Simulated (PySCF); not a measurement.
## Ar+ (argon, charge +1) across methods

[Ne] 3s2 3p5, 2P determinant. Calculation: PySCF 2.14, in an uncontracted even-tempered set (23 s from 0.01 bohr⁻², ratio 2.5; 15 p from 0.013 bohr⁻², ratio 2.5; 6 d from 0.91 bohr⁻², ratio 2.7; 5 f from 1.4 bohr⁻², ratio 2.7); the spin-free X2C one-electron Hamiltonian (Gaussian nucleus).

```csv
method,E (hartree),mean ε 3s β (eV),mean ε 3p α (eV),mean ε 3p β (eV),Σ⟨r²⟩ (bohr²),⟨S²⟩
r2SCAN,-528.7607,-36.607,-23.191,-21.957,20.00,0.754
UHF,-528.09463,-44.964,-29.119,-27.569,20.11,0.756
LDA,-527.1624,-35.989,-22.659,-21.563,20.13,0.751
B97-3,-528.7332,-38.715,-24.486,-23.383,20.00,0.752
r2SCAN0,-528.7578,-38.907,-24.874,-23.593,19.99,0.754
PBE,-528.5976,-35.906,-22.613,-21.512,20.08,0.752
```

(1) Estimate the same row for PBE0.

Results:

(1) E (hartree) = -528.6351; mean ε 3s β (eV) = -38.483; mean ε 3p α (eV) = -24.494; mean ε 3p β (eV) = -23.304; Σ⟨r²⟩ (bohr²) = 20.02; ⟨S²⟩ = 0.753.
